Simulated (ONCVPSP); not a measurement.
# Configuration tests for lanthanum (La) (ONCV)

| Quantity | Value |
| --- | --- |
| Element | La (Z = 57) |
| Generator | ONCVPSP 4.0.1 |
| Type | optimised norm-conserving Vanderbilt (ONCV) |
| Functional | LDA (Perdew-Wang 92) |
| Relativity | scalar-relativistic |
| Frozen core | [Kr] 4d10 |
| Valence charge | 11 |
| Reference configuration | 5s2 5p6 5d2 6s1 |
| Partial waves | 5s+6s: rc 2.20 bohr, ncon 4, nbas 9, qcut 5.5 1/bohr, 2 projectors; 5p: rc 1.90 bohr, ncon 4, nbas 7, qcut 4.8 1/bohr, 3 projectors, debl 2.1 Ha; 5d: rc 3.30 bohr, ncon 4, nbas 9, qcut 5.6 1/bohr, 1 projector; f scattering state at 0.16 Ha: rc 2.70 bohr, ncon 4, nbas 7, qcut 4.3 1/bohr, 2 projectors, debl 2.1 Ha |
| Local potential | polynomial inside 1.25 bohr (lpopt 5, dvloc0 6 Ha) |
| Core correction | polynomial model core, fcfact 0.45 |

In the f channel the program set the typed energies aside and used -0.111, 1.989 Ha.

Energies are relative to the spin-unpolarised reference configuration 5s2 5p6 5d2 6s1; without spin polarisation the order of configurations can differ from experiment.

```tsv
valence configuration	charge	ΔE all-electron (eV)	error AE − PS (meV)
5s2 5p6 5d1 6s2	0	-0.827	-0.6
5s2 5p6 5d1 6s0	+2	16.478	+1.2
```

Task: What are ΔE and the potential's error for 4f1 5s2 5p6 5d0 6s1?

Result: ΔE = 5.492 eV all-electron; the error (AE − PS) is +1293 meV.

Task: What are ΔE and the potential's error for 5s2 5p6 5d1 6s1?

Result: ΔE = 5.331 eV all-electron; the error (AE − PS) is +0.4 meV.

Levels in the configuration 4f1 5s2 5p6 5d0 6s1:

```csv
level,all-electron (eV),pseudo (eV)
5s,-41.688,-42.236
5p,-25.731,-26.018
6s,-8.046,-8.019
4f,-5.532,-7.893
```

These tests converged, but a pseudo level misses the all-electron one widely, so the file describes the atom poorly there or has found another state: 4f1 5s2 5p6 5d0 6s1: 4f by 2.4 eV.

Note: no bound ghost flagged; GHOST(+) flagged for s at 35.6 eV, p at 260.3 eV.
